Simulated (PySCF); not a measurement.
Isomers of C5H14GeO, mass 164.026 u with the commonest isotopes. Computed with PySCF 2.14.0, PBE0-D3(BJ)/def2-SVP geometry optimisation, gas phase. One conformer each, none proved a minimum here; rigid rotors.

Task: Order these by rotational constant B, largest first.
A. GeH2Me(OtBu) (`CC([O][GeH2][CH3])(C)C`)
B. `[CH3:1][CH2:2][CH2:3][C@@H:4]([CH3:5])[O:6][GeH3:7]` with C1–C2–C3–C4 174°, C2–C3–C4–C5 63°, C3–C4–O6–Ge7 75°
C. `[CH3:1][CH2:2][CH2:3][Ge@H:4]([CH3:5])[O:6][CH3:7]` with C1–C2–C3–Ge4 178°, C2–C3–Ge4–C5 57°, C3–Ge4–O6–C7 -60°

Result: C (1181 MHz), A (968.0 MHz), B (736.8 MHz).

Task: Order these by out-of-plane moment Σ m c² = (Ia + Ib − Ic)/2, largest first.
A. `[CH3:1][CH2:2][CH2:3][C@@H:4]([CH3:5])[O:6][GeH3:7]` with C1–C2–C3–C4 174°, C2–C3–C4–C5 63°, C3–C4–O6–Ge7 75°
B. GeH2Me(OtBu), `[H][Ge]([H])([CH3])[O]C(C)(C)C`
C. `[CH3:1][CH2:2][CH2:3][Ge@H:4]([CH3:5])[O:6][CH3:7]` with C1–C2–C3–Ge4 178°, C2–C3–Ge4–C5 57°, C3–Ge4–O6–C7 -60°

Result: B (60.29 u·Å²), C (49.46 u·Å²), A (18.14 u·Å²).

Task: Order these by rotational constant A, largest first.
A. `[CH3:1][CH2:2][CH2:3][C@@H:4]([CH3:5])[O:6][GeH3:7]` with C1–C2–C3–C4 174°, C2–C3–C4–C5 63°, C3–C4–O6–Ge7 75°
B. `[H][Ge]([H])([CH3])[O]C(C)(C)C` (GeH2Me(OtBu))
C. `[CH3:1][CH2:2][CH2:3][Ge@H:4]([CH3:5])[O:6][CH3:7]` with C1–C2–C3–Ge4 178°, C2–C3–Ge4–C5 57°, C3–Ge4–O6–C7 -60°

Result: B (3441 MHz), A (2806 MHz), C (2219 MHz).

| SMILES | point group | Ia (u·Å²) | Ib (u·Å²) | Ic (u·Å²) | κ | μa (D) | μb (D) | μc (D) |
| --- | --- | --- | --- | --- | --- | --- | --- | --- |
| CCC[C@@H](C)[O][GeH3] | C1 | 180.12 | 685.90 | 829.75 | -0.88 | 0.40 | 0.76 | 0.74 |
| [H][Ge]([H])([CH3])[O]C(C)(C)C | near Cs | 146.86 | 522.11 | 548.39 | -0.96 | 0.28 | 0.53 | 0.02 |
| CC[CH2][Ge@H]([CH3])[O]C | C1 | 227.76 | 427.79 | 556.62 | -0.58 | 1.00 | 0.48 | 0.77 |
